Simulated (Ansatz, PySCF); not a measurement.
Reaction R1 + R2 → P1 + P2, each structure at its B3LYP-D3(BJ)/def2-TZVP stationary point, reached from a drawn start (curvature not checked).
R1: SiH4 (SMILES [SiH4]), charge 0, multiplicity 1.
P1: Si2H6 (SMILES [SiH3][SiH3]), charge 0, multiplicity 1.
R2, ClH3Si (SMILES [SiH3]Cl) (charge 0, multiplicity 1):
```tsv
atom	x (Å)	y (Å)	z (Å)
Si	-0.1324	-0.0059	-0.0047
Cl	1.9305	0.0859	0.0695
H	-0.5199	-1.0088	-1.0157
H	-0.6468	1.3264	-0.3767
H	-0.6315	-0.3977	1.3277
```
P2, HCl (SMILES Cl) (charge 0, multiplicity 1):
```xyz
2

Cl     0.000     0.000     0.641
H      0.000     0.000    -0.641
```

P less R. No zero-point or thermal terms.

Run with Ansatz (Gaussian orbitals); PySCF for the D3/D4 terms. Each number belongs to the level named beside it.

**Question.** One of these levels gives 20.67 kcal/mol for the reaction energy. Which one is it?
A) HF/cc-pV(Q+d)Z
B) BLYP-D4/def2-TZVPP
C) BHLYP-D4/def2-TZVPP
D) PBE-D3(BJ)/def2-TZVPP

**Answer.** B, BLYP-D4/def2-TZVPP. The others give 26.66 (HF/cc-pV(Q+d)Z), 17.86 (PBE-D3(BJ)/def2-TZVPP), 23.20 (BHLYP-D4/def2-TZVPP)

Ansatz is a first-principles code.
